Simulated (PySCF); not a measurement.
Computed XPS line lists of a few unrelated compounds.

Computed, not measured: PySCF, delta-SCF UKS SCAN, pcX-2 on the ionised atom, pcseg-1 elsewhere, spin-free X2C. Geometries: PBE0-D3(BJ)/def2-SVP; isolated species, one conformer each.

Line lists (1s up to Mg, 2p3/2 beyond, nothing for Al or Br; areas count atoms within a level, one atom standing for each set equivalent by bonding):
1. F 1s: 686.42 eV
2. C 1s: 290.32 (area 1), 291.29 (area 1), 291.86 (area 1) eV
3. C 1s: 289.95 (area 1), 290.49 (area 1), 290.51 (area 2) eV; O 1s: 537.48 eV; Si 2p3/2: 106.42 (area 1), 106.93 (area 1), 107.07 (area 1) eV

Structures:
A. `C1(CCC1)[SiH2]O[SiH2][SiH3]`
B. `[F][Al-]([F])([F])[F]`
C. `C=C(C)Br`

Q: Match each list to its structure.

A: 
- 1 = B: no other candidate has this set of levels. F 1s: 686.42 fluorine bonded to Al (×4).
- 2 = C: no other candidate has this set of levels. C 1s: 290.32 terminal =CH2 carbon, 291.29 allylic carbon, 291.86 fully substituted alkene carbon.
- 3 = A: no other candidate has this set of levels. C 1s: 289.95 sp3 carbon bound to silicon, 290.49 four-membered-ring carbon, 290.51 four-membered-ring carbon (×2); O 1s: 537.48 siloxane oxygen; Si 2p3/2: 106.42 SiH3 silicon, 106.93 oxygen-bound silicon, 107.07 oxygen-bound silicon.

Spin–orbit coupling isn't in the SCF: each 2p doublet comes from a relaxed spin-free hole plus a matrix of the shell (mean-field spin–orbit coupling and the ground-state 2p splitting), with 2p3/2 averaged over its two sublevels. 1 of these hole states is spin-contaminated (⟨S²⟩ 0.86, against 0.75; counted from 0.85) and less certain.
